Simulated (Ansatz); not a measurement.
Start from `BC(C)=S` and change one atom or group to get `C[C](=S)[GeH3]`.

Ansatz, PBE0-D4/def2-TZVP geometries, multiplicity 1. 

Scalar relativity is left out up to krypton.

```json
{"property": "HOMO energy (ωB97M-V/def2-TZVPP) / eV", "`BC(C)=S`": "-9.60"}
{"property": "LUMO energy (PBE0/def2-TZVPP) / eV", "`BC(C)=S`": "-2.42"}
{"property": "HOMO–LUMO gap (PBE/def2-TZVPP) / eV", "`BC(C)=S`": "3.00"}
{"property": "HOMO–LUMO gap (PBE0/def2-TZVPP) / eV", "`BC(C)=S`": "5.05"}
{"property": "HOMO energy (PBE/def2-TZVPP) / eV", "`BC(C)=S`": "-6.35"}
{"property": "size of the dipole moment (B3LYP/def2-TZVPP) / D", "`BC(C)=S`": "2.64"}
```

What does the change do to each property? (Estimate.)

The calculation gave: 
| property | `C[C](=S)[GeH3]` | shift |
| --- | --- | --- |
| HOMO energy (ωB97M-V/def2-TZVPP) / eV | -8.43 | 1.17 |
| LUMO energy (PBE0/def2-TZVPP) / eV | -2.32 | 0.10 |
| HOMO–LUMO gap (PBE/def2-TZVPP) / eV | 1.87 | -1.13 |
| HOMO–LUMO gap (PBE0/def2-TZVPP) / eV | 3.96 | -1.09 |
| HOMO energy (PBE/def2-TZVPP) / eV | -5.11 | 1.24 |
| size of the dipole moment (B3LYP/def2-TZVPP) / D | 2.09 | -0.55 |

With PBE0 the HOMO rises by 1.20 eV and the LUMO rises by 0.10 eV, so the gap narrows by about 1.10 eV. PBE moves the HOMO by 1.24 eV and ωB97M-V by 1.17 eV. Dipoles are sizes alone; their direction can turn.

B3LYP here is the variant with VWN-RPA as its local correlation; programs differ in this.
